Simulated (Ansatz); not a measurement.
Consider the atomization: `FBBr` → B• + Br• + F• + H•.

Program: Ansatz. Geometries: PBE0-D4/def2-TZVP. ΔE: electronic, gas phase. CBS: MP2 limit from def2 TZ/QZ plus the TZ coupled-cluster correction, frozen cores. This one scheme is used for every species, atoms too. DFT in def2-TZVPP. Open shells (•) are unrestricted, without spin–orbit coupling. Spin–orbit coupling would lower the free atoms: a little for B, F; clearly for Br. For Br outer-core shells are correlated without core-valence functions, so the limit isn't a true one: a few kJ/mol of doubt a bond, and 10 to 20 or more in all where bonds break to atoms. Scalar relativity is left out up to krypton.

CCSD(T)/CBS gives +1444.5 kJ/mol.

(1) Another level gave +1462.0 kJ/mol. Which?
A. PBE-QIDH/def2-TZVPP
B. r2SCAN/def2-TZVPP
C. revPBE/def2-TZVPP
D. CCSD/def2-TZVPP

Largest T1 diagnostic among the species: 0.014.

Answers

(1) B. r2SCAN 1462.0, PBE-QIDH 1444.5, CCSD/def2-TZVPP 1383.8, revPBE 1418.4 kJ/mol.

From r2SCAN to r2SCAN0 (25 % exact exchange), in def2-TZVPP and without D4, ΔE moves by −32.2 kJ/mol: exact exchange takes away binding that semilocal exchange gives to molecules. Leaving LDA and LC-ωPBE aside and taking each functional with its dispersion term where it has one, the values, not all of them listed here, spread over 88.5 kJ/mol, from BHLYP-D4 to PBE-D4. LDA lies +189.5 kJ/mol from PBE without D4, its usual overbinding. In def2-TZVPP, CCSD(T) changes the Hartree–Fock value by +294.9 kJ/mol (the triples alone add +24.1 kJ/mol) and MP2 by +355.1 kJ/mol; breaking electron pairs costs correlation energy, which Hartree–Fock lacks.

For atomizations the MP2-based limit and the directly extrapolated one differ by several kJ/mol either way, and by 10 to 25 for some Ge, Se and Sn compounds, so smaller differences from it don't rank the levels.
